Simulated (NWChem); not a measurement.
# SeI₂; SMILES I[Se]I

This build's default masses of Se (78.918 u) and Br (79.917 u) are each other's, which moves their modes by up to 0.6 %. def2 effective core potentials on I; no spin-orbit coupling.

### Question
Give the equilibrium geometry at PBE0/def2-SVP with def2 effective core potentials on I (NWChem) as an XYZ file, with the point group.

### Answer
point group C2v; any orientation.
```
3

Se     0.0000     0.0000     1.1697
I      1.9952     0.0000    -0.3766
I     -1.9952     0.0000    -0.3766
```
